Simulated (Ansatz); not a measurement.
Coupled-cluster diagnostics for the cluster Si₂Ge₃, Ansatz.

Geometry of the singlet (PBE-D4/def2-SVP):

```xyz
5

Si    1.711   -0.333   -0.943
Si    0.925   -1.479    0.966
Ge    0.435    1.316    0.206
Ge   -1.060   -0.879   -0.194
Ge   -2.010    1.375   -0.034
```

Correlated methods freeze 37 core orbitals; core or outer-core shells of Ge are correlated, in sets that lack core-valence functions. Another isomer (singlet) lies 0.29 eV lower at PBE0-D4/def2-TZVP; other spin states weren't run for this one.

Estimate the CCSD(T) correlation energy, the shares of MP2 and (T), T1 and the reference's ⟨S²⟩ for: charge 0, singlet, own geometry in def2-SVP; and the rough time on 4 threads of Intel Xeon on a shared host.


| state | basis | correlation (eV) | MP2 share (%) | (T) share (%) | T1 | ⟨S²⟩ (pure) | wall time | remarks |
| --- | --- | --- | --- | --- | --- | --- | --- | --- |
| charge 0, singlet, own geometry | def2-SVP | -23.965 | 96.3 | 5.8 | 0.021 | 0.00 (0.00) | 11 s | large T1, restricted SCF unstable |
Customary marks for T1 are 0.02 (closed shells), 0.045 (open shells) and about 0.05 (3d metals). T1 exceeds 0.02 in 1 of 1 rows and 0.045 in 0; the higher it lies, the less the single-reference result can be trusted.
